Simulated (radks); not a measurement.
The mean radii <r> (bohr) of the occupied orbitals of an atom or ion are listed with their occupations. Calculated with a radial shooting solver on a logarithmic mesh with Libxc functionals: non-relativistic Kohn-Sham, PBE, spin-unpolarised, spherical densities, point nucleus.

orbital  occ.      <r>
1s          2  0.07736
2s          2   0.3662
2p          6   0.3279
3p          6    1.234
3d          2    1.753
4s          2    3.776

Name the element and its charge.

Answer. Z = 20, calcium, charge 0: Ca in [Ne] 3p6 4s2 3d2. The 1s radius gives Z: for a bare nucleus <r> = 1.5/Z, 0.075 bohr for Z = 20, and screening makes it slightly larger (0.07736 here). The occupations add up to 20, and the charge is Z minus that.
